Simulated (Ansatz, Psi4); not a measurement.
Here is a job for Ansatz (a program for electronic structure).
Ansatz 0.2 input:
```yaml
crystal:
  periodic: [false, false, false]
  atoms:
    - {symbol: C, position_ang: [-0.00447944, -1.28472879, 0.09392042]}
    - {symbol: C, position_ang: [1.23954683, -0.37690799, 0.08282651]}
    - {symbol: C, position_ang: [0.68440553, 1.04470378, -0.06175191]}
    - {symbol: O, position_ang: [-0.74163892, 0.90458995, -0.37031417]}
    - {symbol: C, position_ang: [-1.15092608, -0.31491245, 0.32720489]}
    - {symbol: H, position_ang: [-0.12187878, -1.80153494, -0.85891324]}
    - {symbol: H, position_ang: [0.04576841, -2.03792154, 0.87515177]}
    - {symbol: H, position_ang: [1.90529941, -0.63552379, -0.73769529]}
    - {symbol: H, position_ang: [1.80459289, -0.46948605, 1.00710049]}
    - {symbol: H, position_ang: [1.15957586, 1.63391109, -0.84446657]}
    - {symbol: H, position_ang: [0.72977715, 1.59910521, 0.87765499]}
    - {symbol: H, position_ang: [-0.83620533, 0.74778215, -1.33255069]}
    - {symbol: H, position_ang: [-2.11628290, -0.64158325, -0.05666754]}
    - {symbol: H, position_ang: [-1.24881633, -0.04039584, 1.37970000]}
basis:
  gaussian:
    orbitals: STO-3G
total_charge: 1
magnetization: {spin_polarized: false}
correlation: {method: ccsd_t, electrons: outside_noble_gas}
accuracy: high
```

Problem. Write the same job for Psi4.

Solution. One answer among several that fit: 
```
memory 2 GB

molecule {
1 1
C    -0.00447944   -1.28472879    0.09392042
C     1.23954683   -0.37690799    0.08282651
C     0.68440553    1.04470378   -0.06175191
O    -0.74163892    0.90458995   -0.37031417
C    -1.15092608   -0.31491245    0.32720489
H    -0.12187878   -1.80153494   -0.85891324
H     0.04576841   -2.03792154    0.87515177
H     1.90529941   -0.63552379   -0.73769529
H     1.80459289   -0.46948605    1.00710049
H     1.15957586    1.63391109   -0.84446657
H     0.72977715    1.59910521    0.87765499
H    -0.83620533    0.74778215   -1.33255069
H    -2.11628290   -0.64158325   -0.05666754
H    -1.24881633   -0.04039584    1.37970000
}

set {
  basis sto-3g
  freeze_core true
  mp2_type conv
  scf_type pk
  puream true
  d_convergence 1e-8
}

energy('ccsd(t)')
print_variables()
```

Both were run: Ansatz gave -228.872556 Eh and Psi4 -228.872556 Eh, 0.000 mEh apart.
